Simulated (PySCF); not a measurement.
**Energy of Ca (calcium, neutral) between two integer charges**

The 4s beta orbital of [Ar] 4s2 is emptied in steps (occupation f), with all orbitals relaxed, ending at [Ar] 4s1. All numbers are calculated (PySCF 2.14, scalar relativity by spin-free X2C-1e, in aug-cc-pVTZ-X2C). The exact energy is a straight line in f; departures are measured from the line between the end points of the same method.

| f | UHF (eV) | LDA (eV) | PBE (eV) | PBE0 (eV) | r2SCAN (eV) | LC-wPBE (eV) | BHandHLYP (eV) | BLYP (eV) | B3LYP (eV) |
| --- | --- | --- | --- | --- | --- | --- | --- | --- | --- |
| 1 | 0.000 | 0.000 | 0.000 | 0.000 | 0.000 | 0.000 | 0.000 | 0.000 | 0.000 |
| 0.9 | 0.017 | -0.214 | -0.211 | -0.152 | -0.179 | 0.010 | -0.112 | -0.223 | -0.177 |
| 0.7 | 0.037 | -0.502 | -0.495 | -0.356 | -0.411 | 0.022 | -0.267 | -0.526 | -0.417 |
| 0.5 | 0.041 | -0.599 | -0.593 | -0.425 | -0.478 | 0.023 | -0.323 | -0.631 | -0.501 |
| 0.3 | 0.033 | -0.504 | -0.500 | -0.356 | -0.387 | 0.016 | -0.277 | -0.534 | -0.424 |
| 0.1 | 0.013 | -0.216 | -0.210 | -0.148 | -0.161 | 0.007 | -0.121 | -0.229 | -0.182 |
| 0 | 0.000 | 0.000 | 0.000 | 0.000 | 0.000 | 0.000 | 0.000 | 0.000 | 0.000 |

```
   method  E(f=0) − E(f=1) (eV)  −ε at f=1 (eV)  −ε at f=0.5 (eV)
      UHF                 5.140           5.341             5.126
      LDA                 6.236           3.859             6.232
      PBE                 6.093           3.760             6.076
     PBE0                 6.016           4.328             6.015
   r2SCAN                 5.828           3.825             5.902
  LC-wPBE                 5.851           5.973             5.833
BHandHLYP                 5.984           4.746             5.953
     BLYP                 6.081           3.613             6.056
    B3LYP                 6.168           4.209             6.147
```

Orbital energy along the path (eV):

```csv
f,UHF,LDA,PBE,PBE0,r2SCAN,LC-wPBE,BHandHLYP,BLYP,B3LYP
1,-5.341,-3.859,-3.760,-4.328,-3.825,-5.973,-4.746,-3.613,-4.209
0.9,-5.287,-4.324,-4.213,-4.660,-4.250,-5.940,-4.977,-4.086,-4.585
0.7,-5.197,-5.271,-5.134,-5.333,-5.083,-5.881,-5.454,-5.056,-5.355
0.5,-5.126,-6.232,-6.076,-6.015,-5.902,-5.833,-5.953,-6.056,-6.147
0.3,-5.068,-7.195,-7.045,-6.706,-6.634,-5.807,-6.483,-7.084,-6.962
0.1,-5.019,-8.156,-8.034,-7.399,-7.285,-5.799,-7.055,-8.129,-7.796
0,-4.997,-8.610,-8.110,-7.377,-7.350,-5.728,-7.297,-8.549,-8.140
```

Reference removal energy between the ground levels: 6.113 eV (measured; NIST Atomic Spectra Database, ionization energies). UHF lacks correlation.
